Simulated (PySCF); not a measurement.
**Tl⁺: ionisation energy**

Tl⁺ [Xe] 4f14 5d10 6s2 (1S) → Tl²⁺ [Xe] 4f14 5d10 6s1 (2S), as a difference of total energies. All numbers are calculated (PySCF 2.14, a scalar-relativistic core potential, in aug-cc-pVQZ-PP with ECP60MDF). Correlated levels: valence: 5s2 5p6 5d10 frozen. The calculations carry no spin-orbit coupling.

```csv
method,ionisation energy (eV)
UHF,18.363
MP2 (valence),18.937
SCS-MP2 (valence),19.052
CCSD (valence),19.123
```

Errors of the correlated levels include the incompleteness of this basis and the frozen core.

With two correlated electrons CCSD is exact in that space.

Question: Which method comes closest to the reference value, and which is furthest?

Answer: The reference is 20.428 eV (measured; NIST Atomic Spectra Database, ionization energies). Closest: CCSD (valence) (error -1.305 eV); furthest: UHF (error -2.065 eV).
